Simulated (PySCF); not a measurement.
**Telling isomers of C$_{7}$H$_{9}$PS apart by NMR**

- PBE0/pcSseg-1 with gauge-including orbitals
- structure optimised with PBE0-D3(BJ)/def2-SVP
- code: PySCF 2.14
- no relativistic terms, no solvent, one averaged value for each set of equivalent atoms, one computed conformer

Shifts are taken against calculated references (same method and geometry level): ¹H, ¹³C against TMS. Splittings of carbon signals by F and P are missing where no couplings were computed. Where no couplings were computed, multiplicities follow the n + 1 count of equivalent neighbours, and m marks all less simple cases (inequivalent or close neighbours, rings, F or P nearby). Shifts are as computed. Against solution values, carbons near 30 ppm lie about +2 ppm off and those near 130 ppm about +5 ppm; carbons on S a further +3 ppm. Of 1313 compounds with measured shifts, 239 miss one by over three times the rms of a fit or turn the order of signals round; such compounds aren't used in these exercises.

(1) Tabulate the signals of `CSc1ccc(C)pc1`, `CSc1ccc(C)cp1` and their relative energies.

(2) What is the quickest way to tell CSc1ccc(C)pc1 from CSc1ccc(C)cp1?

Results:

(1) 
```tsv
SMILES	carbon types	δC	δH	E rel. (kcal/mol)
CSc1ccc(C)pc1	2×C 3×CH 2×CH3	172.8, 150.5, 149.7, 139.6, 132.7, 25.7, 17.1	7.89 (m, 1H), 7.72 (m, 1H), 7.38 (m, 1H), 2.69 (m, 3H), 2.30 (s, 3H)	1.3
CSc1ccc(C)cp1	2×C 3×CH 2×CH3	184.2, 161.7, 142.6, 135.8, 135.5, 26.4, 20.3	8.48 (m, 1H), 7.72 (m, 1H), 7.27 (m, 1H), 2.46 (s, 3H), 2.45 (s, 3H)	0.0
```

Energies are electronic energies at PBE0/pcSseg-1 on these geometries, without zero-point or thermal terms, each for the one conformer computed, which needn't be the lowest.

(2) Both give the same number of carbon signals, with the same numbers of each carbon type, so the positions decide. The first has an aromatic CH at 149.7 ppm, the second an aromatic CH at 161.7 ppm. Their most deshielded carbons lie at 172.8 and 184.2 ppm. In the proton spectra the most deshielded non-exchanging signals are 7.89 (m, 1H) and 8.48 (m, 1H).
